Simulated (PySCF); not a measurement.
TiCl4, SMILES [Cl][Ti]([Cl])([Cl])[Cl], multiplicity 1. Heavy atoms are numbered as in [Ti:1]([Cl:2])([Cl:3])([Cl:4])[Cl:5].

Geometry: PBE0-D3(BJ)/def2-SVP. The spin state was assumed, not searched. The isomer is the one that the SMILES or the coordinates give; other isomers of the formula were not compared.

Method: PBE/pcSseg-1 in PySCF.

GIAO shieldings, no solvent; atoms alike by connectivity are averaged. δ = σ(ref) − σ: ³⁵Cl against HCl (σ = 936.5 ppm), references at their B3LYP-D3(BJ)/def2-TZVP geometries, non-relativistic (without spin–orbit terms, shifts of atoms bonded to Cl or Br come out too high).

```
nucleus  atoms  count  δ (ppm)
-------  -----  -----  -------
³⁵Cl       Cl2      4    939.2
```
